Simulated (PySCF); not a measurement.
Z-matrix (Å, degrees):
```
Ti
C 1 2.0506
H 2 1.1120 1 109.93
H 2 1.1121 3 109.31 1 -121.11
H 2 1.1136 3 109.67 4 -120.55
C 1 2.0573 2 106.63 3 173.46
H 6 1.1108 1 112.72 2 175.89
H 6 1.1134 7 108.98 1 118.76
H 6 1.1134 7 110.05 8 119.96
S 1 2.2967 2 110.02 3 52.69
H 10 1.3704 1 85.67 2 146.22
S 1 2.2969 2 107.97 3 -71.34
H 12 1.3674 1 88.08 2 120.28
```
Charge 0, multiplicity 1.

Problem. Give the dipole moment, LUMO, charge on the central atom (meta-Löwdin), HOMO–LUMO gap and HOMO at the level PBE-D3(BJ)/def2-TZVP // BP86-D3(BJ)/def2-SVP in PySCF.

Solution. 
```yaml
dipole_moment: 1.10 D
LUMO: -3.36 eV
charge on the central atom (meta-Löwdin): 1.07 e
HOMO–LUMO gap: 3.11 eV
HOMO: -6.47 eV
```
